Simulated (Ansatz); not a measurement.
Geometry optimisation, Ansatz, RKS PBE-D4/6-31G.

Input file:

```yaml
crystal:
  periodic: [false, false, false]
  atoms:
    - { symbol: Al, position_ang: [0.0, 0.0, 0.0] }
    - { symbol: O, position_ang: [0.0, 0.0, 1.78] }
    - { symbol: Si, position_ang: [-1.3147, -0.4067, 2.7436] }
    - { symbol: H, position_ang: [-2.239, -1.2403, 1.9804] }
    - { symbol: H, position_ang: [-0.8506, -1.1432, 3.9157] }
    - { symbol: H, position_ang: [-1.9987, 0.8095, 3.1733] }
    - { symbol: O, position_ang: [1.5415, 0.0, -0.89] }
    - { symbol: Si, position_ang: [2.3874, -1.376, -1.352] }
    - { symbol: H, position_ang: [1.4599, -2.3514, -1.9176] }
    - { symbol: H, position_ang: [3.3882, -1.0195, -2.3535] }
    - { symbol: H, position_ang: [3.0504, -1.9546, -0.187] }
    - { symbol: F, position_ang: [-1.4635, 0.0, -0.845] }
basis:
  gaussian: { orbitals: "6-31G" }
hamiltonian:
  xc: pbe
  dispersion: d4
relax:
  f_tol: 0.02
  max_steps: 40
```

Run as:

```bash
$ ansatz run input.yaml --threads 1 --pin off --max-ram 2048MiB --backend cpu --events-out ev --progress --plain --runs-dir out
```

Where does it end, and by what steps?

It converged. The force dipped under the threshold on the way, but the program's further checks kept it going. Limits of this set-up: no polarisation functions. After 10 steps the energy has fallen by 0.853 eV; F12 moved furthest, 1.13 Å.

```
step  energy less start (eV)  largest force component (eV/Å)  accepted
   0                  0.0000                           2.475       yes
   1                 -0.3977                           1.330       yes
   2                 -0.5465                           0.458       yes
   3                 -0.6253                           0.578       yes
   4                 -0.6929                           0.563       yes
   5                 -0.7993                           0.220       yes
   6                 -0.8438                           0.038       yes
   7                 -0.8514                           0.013       yes
   8                 -0.8526                           0.052       yes
   9                 -0.8527                           0.047       yes
  10                 -0.8531                           0.001       yes
```

```xyz
12
Properties=species:S:1:pos:R:3
Al -0.240 -0.043 -0.206
O -0.850 -0.241 1.366
Si -1.501 -0.410 2.935
H -2.717 -1.313 2.889
H -0.467 -1.019 3.861
H -1.907 0.947 3.474
O 1.168 -0.797 -0.782
Si 2.575 -1.530 -1.411
H 2.193 -2.725 -2.262
H 3.341 -0.537 -2.261
H 3.466 -1.997 -0.275
F -1.101 0.983 -1.280
```

Whether the end is a true minimum wasn't checked by a vibrational analysis.

The run took 41 s on 1 thread of Arm Neoverse V2, on a shared host, peak memory 0.16 GiB.
